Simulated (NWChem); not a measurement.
System meant: PbH2S, singlet; SMILES [SH][PbH]

Here is an NWChem input.

```
start job
memory heap 200 mb stack 900 mb global 1100 mb
geometry units angstroms noautoz
  Pb     0.055389     0.449014     0.000000
  H     -1.795845     0.514457     0.000000
  S     -0.084405    -2.082135     0.000000
  H      1.254242    -2.272117     0.000000
end
basis spherical
  * library def2-svp
end
ecp
  Pb library def2-ecp
end
dft
  xc xpbe96 cpbe96
  iterations 4
  mulliken
end
task dft energy
```

End of the output:

```
    Atom       Charge   Shell Charges
 -----------   ------   -------------------------------------------------------
    1 Pb  22    21.87   1.49  0.48  1.10  0.75  3.09  2.72  1.16  0.93  9.27  0.87
    2 H    1     1.11   0.59  0.49  0.02
    3 S   16    16.00   2.00  1.95  1.01  0.71  5.81  1.87  2.61  0.04
    4 H    1     1.02   0.62  0.32  0.08

 center of mass
 --------------
 x =   0.00895570 y =   0.16296750 z =   0.00000000

 moments of inertia (a.u.)
 ------------------
         655.746387837647           0.000000000000           0.000000000000
           0.000000000000          18.596603968781           0.000000000000
           0.000000000000           0.000000000000         674.342991806428

     Multipole analysis of the density
     ---------------------------------

     L   x y z        total         alpha         beta         nuclear
     -   - - -        -----         -----         ----         -------
     0   0 0 0     -0.000000    -20.000000    -20.000000     40.000000

     1   1 0 0      0.583896      1.087588      1.087588     -1.591279
     1   0 1 0      0.691508     24.852418     24.852418    -49.013328
     1   0 0 1      0.000000      0.000000      0.000000      0.000000

     2   2 0 0    -32.594673    -25.426318    -25.426318     18.257964
     2   1 1 0     -1.811385      3.196651      3.196651     -8.204686
     2   1 0 1      0.000000      0.000000      0.000000      0.000000
     2   0 2 0    -33.469478   -159.667644   -159.667644    285.865810
     2   0 1 1     -0.000000     -0.000000     -0.000000      0.000000
     2   0 0 2    -30.264857    -15.132429    -15.132429      0.000000

 ------------------------------------------------------------------------
 dft energy failed                                                                                  0
 ------------------------------------------------------------------------
 ------------------------------------------------------------------------
  current input line :
    20: task dft energy
 ------------------------------------------------------------------------
 ------------------------------------------------------------------------
 This type of error is most commonly associated with calculations not reaching convergence criteria
 ------------------------------------------------------------------------
 For more information see the NWChem manual at https://nwchemgit.github.io

0:dft energy failed:Received an Error in Communication
```

Problem. Can this run be used? If not, why, and what is the fix?

Solution. The run did not converge; its last values are not results. Cause: the SCF was allowed too few iterations. This input runs:
```
start job
memory heap 200 mb stack 900 mb global 1100 mb
geometry units angstroms noautoz
  Pb     0.055389     0.449014     0.000000
  H     -1.795845     0.514457     0.000000
  S     -0.084405    -2.082135     0.000000
  H      1.254242    -2.272117     0.000000
end
basis spherical
  * library def2-svp
end
ecp
  Pb library def2-ecp
end
dft
  xc xpbe96 cpbe96
  iterations 150
  mulliken
end
task dft energy
```
It converges to -592.00725 Ha (PBE/def2-SVP with def2 effective core potentials on Pb).
